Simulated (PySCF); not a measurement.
**Electron correlation in O⁺ (oxygen, charge +1)**

[He] 2s1 2p3 3d1, high-spin 6D determinant (an excited configuration). Computed with PySCF 2.14 in aug-cc-pwCVQZ (9s8p6d4f2g, 109 functions), with the non-relativistic Hamiltonian (point nucleus). Frozen: nothing; 7 electrons correlated.

MP2 pair energies summed by pair of shells (mhartree):

```tsv
pair	energy	share (%)
1s-1s	-38.53	41.8
2p-2p	-24.17	26.2
1s-2p	-13.89	15.1
2s-2p	-6.60	7.2
2p-3d	-5.21	5.6
1s-2s	-3.13	3.4
2s-3d	-0.64	0.7
1s-3d	-0.03	0.0
```

Total MP2 correlation energy: -92.20 mhartree.

Same-spin part -42.44 and opposite-spin part -49.75 mhartree; SCS-MP2 scales them by 1/3 and 6/5 to -73.85 mhartree.
